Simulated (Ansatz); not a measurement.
Basis-set extrapolation for `C=C=N[SiH](F)F` (PBE0-D4/def2-TZVP geometry, frozen core, the Gaussian-basis code of Ansatz). Multiplicity 1, RHF reference.

```
                      def2-TZVPP   def2-QZVPP
                 HF  -620.030686  -620.055901
    MP2 correlation    -1.109268    -1.201239
CCSD(T) correlation    -1.172273      not run
```

Energies in hartree. Use E(X) = E(∞) + A·exp(−7.88·√X) for Hartree–Fock and E(X) = E(∞) + B·X^(−2.97) for correlation, with X = 3 and 4, and add CCSD(T) minus MP2 of the smaller set to the MP2 limit.

**Question.** What is the CCSD(T) energy at the basis-set limit?

**Answer.** HF limit: -620.055901 + (-0.025215) × 0.13774 = -620.05937. MP2 limit: -1.201239 + (-0.091971) × 0.74074 = -1.26937. Higher-order term: -1.172273 − (-1.109268) = -0.06300. Total: -621.39174 hartree, 118.5 kcal/mol below CCSD(T)/def2-TZVPP.
